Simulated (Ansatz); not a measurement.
C$_{4}$H$_{2}$F$_{3}$O$_{2}$, doublet, geometry from GFN2-xTB; R2SCAN/6-31G** in Ansatz (a quantum-chemistry and plane-wave program).

Input for Ansatz:
Ansatz 0.2 input:
```yaml
crystal:
  periodic: [false, false, false]
  atoms:
    - {symbol: O, position_ang: [0.82789346, 1.23179624, 0.36035721]}
    - {symbol: C, position_ang: [0.28479060, 0.17548767, 0.04107469]}
    - {symbol: C, position_ang: [0.94444449, -1.00447552, -0.38586818]}
    - {symbol: C, position_ang: [2.30150257, -0.89639379, -0.42666776]}
    - {symbol: O, position_ang: [3.00283525, 0.10472525, -0.13516509]}
    - {symbol: C, position_ang: [-1.25906103, 0.06198459, 0.09139805]}
    - {symbol: F, position_ang: [-1.63968948, -0.90302803, 0.93919210]}
    - {symbol: F, position_ang: [-1.75514222, -0.25781263, -1.11120989]}
    - {symbol: F, position_ang: [-1.83737272, 1.19220159, 0.47950405]}
    - {symbol: H, position_ang: [0.40015599, -1.89020288, -0.64832010]}
    - {symbol: H, position_ang: [2.41379458, 0.89616470, 0.15978629]}
basis:
  gaussian:
    orbitals: 6-31G__.json
hamiltonian:
  xc: r2scan
magnetization: {spin_polarized: true, initial_magnetization: 1}
```
The basis file holds 6-31G** in the JSON format of the Basis Set Exchange.

**Question.** What does Ansatz print? Leave out banner, timings and long lists.

**Answer.** 
```
Functional definition: r2SCAN
1406 factors; their error is unknown
mean field evaluation 1: about -16408.6427 eV, gradient 4.3e1 eV
mean field evaluation 2: about -16395.8021 eV, gradient 7.3e1 eV
mean field evaluation 4: about -16414.9636 eV, gradient 6.0e0 eV
mean field evaluation 8: about -16415.1263 eV, gradient 3.1e-1 eV
mean field evaluation 16: about -16415.0265 eV, gradient 5.2e-3 eV
mean field -16415.02653337 eV, -603.2410985969 hartree, gradient 6.0e-5 eV, S^2 0.757799; 0 other end points of the search recorded, 0 dependent functions left out
reference -16415.02653845 eV, -603.2410987834 hartree; 35, 34 occupied and 110, 111 virtual orbitals, 1406 factors
Total energy: -16415.02653845 eV, -603.2410987834 hartree
```
